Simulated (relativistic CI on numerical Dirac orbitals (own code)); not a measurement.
# Transition arrays of Sn31+

These numbers are calculated, not measured: Dirac-Coulomb-Breit CI, orbitals from a KLI potential per configuration, model QED, valence Slater integrals scaled by 0.9, whole transition arrays (own radial code, finite nucleus).

CI space (outside the closed core [Ne] 3s2): 3p6 3d, 3p6 4f, 3p5 3d2, 3p6 4p, 3p6 5f. Levels of other configurations are missing.

All E1 lines from the levels of 3p6 3d; mean and standard deviation are weighted by gf, and upper levels are sorted by their leading configuration.

| Upper configuration | Lines | Σgf | Mean (eV) | Mean (nm) | σ (eV) | Strongest line (nm) |
| --- | --- | --- | --- | --- | --- | --- |
| 3p6 4f | 3 | 9.1 | 935.62 | 1.325 | 5.02 | 1.331 |
| 3p5 3d2 | 60 | 13.9 | 224.27 | 5.528 | 21.06 | 5.244 |
| 3p6 4p | 3 | 0.3 | 798.67 | 1.552 | 4.77 | 1.548 |
| 3p6 5f | 3 | 2.0 | 1262.84 | 0.982 | 5.28 | 0.985 |

Σgf per state of the lower configuration in bins of 0.2 nm over the central range (centre: value): 0.9: 0.20, 1.3: 0.91, 1.5: 0.03, 5.1: 0.38, 5.3: 0.57, 5.7: 0.02, 5.9: 0.14, 6.3: 0.03, 6.5: 0.03, 6.7: 0.19.

Problem. How do configuration mixing and the scaling of the Slater integrals move the arrays?

Solution. Slater scale 0.9, no configuration mixing: 3p6 4f 935.3 ± 5.0 eV (Σgf 8.6), 3p5 3d2 224.3 ± 21.0 eV (Σgf 14.0), 3p6 4p 798.6 ± 4.8 eV (Σgf 0.3), 3p6 5f 1262.7 ± 5.3 eV (Σgf 1.8); Slater scale 1: 3p6 4f 935.7 ± 5.0 eV (Σgf 9.2), 3p5 3d2 228.4 ± 21.4 eV (Σgf 14.1), 3p6 4p 798.7 ± 4.8 eV (Σgf 0.3), 3p6 5f 1262.9 ± 5.3 eV (Σgf 2.0); Slater scale 0.8: 3p6 4f 935.5 ± 5.0 eV (Σgf 9.0), 3p5 3d2 220.2 ± 20.8 eV (Σgf 13.6), 3p6 4p 798.7 ± 4.8 eV (Σgf 0.3), 3p6 5f 1262.8 ± 5.3 eV (Σgf 2.0). With mixing, levels are counted to their leading configuration, so an array can shrink or vanish into another, and the sums then hold other lines.
